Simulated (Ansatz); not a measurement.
Job for Ansatz (an electronic-structure program): R-B3LYP/def2-TZVPP on C3H4 (SMILES C1=CC1).

Ansatz 0.2 input:
```yaml
crystal:
  periodic: [false, false, false]
  atoms:
    - {symbol: C, position_ang: [-0.47717642, 0.65755533, 0.06193641]}
    - {symbol: C, position_ang: [-0.52174918, -0.62463085, -0.03907122]}
    - {symbol: C, position_ang: [0.86049246, -0.02836173, -0.01969648]}
    - {symbol: H, position_ang: [-0.98630544, 1.59998919, 0.14716331]}
    - {symbol: H, position_ang: [-1.09516167, -1.53138427, -0.09951897]}
    - {symbol: H, position_ang: [1.47408898, -0.12012595, 0.87438562]}
    - {symbol: H, position_ang: [1.43729048, 0.02416721, -0.94102648]}
basis:
  gaussian:
    orbitals: def2-TZVPP
hamiltonian:
  xc: {name: B3LYP}
accuracy: high
phonons: {}
scf: {lower_state_search: off}
```

The head of its log:

```
WARN ansatz: RAYON_NUM_THREADS=6 ignored (pool sized by the plan → 6); use --threads N
Functional definition: B3LYP
these checks for a lower state are left out or cut short: stability, starts, cluster_reference, orbital_swaps, neighbouring_geometries, increment
integrals: 0.36 GiB planned
2738 factors; integrals over basis functions are off by at most 1.9e-9 eV
mean field: 0.87 GiB planned
mean field evaluation 1: about -3167.3647 eV, gradient 5.5e1 eV
mean field evaluation 2: about -3162.3897 eV, gradient 7.0e1 eV
```

**Question.** What total energy does the run end on?

**Answer.** -116.6689 hartree.
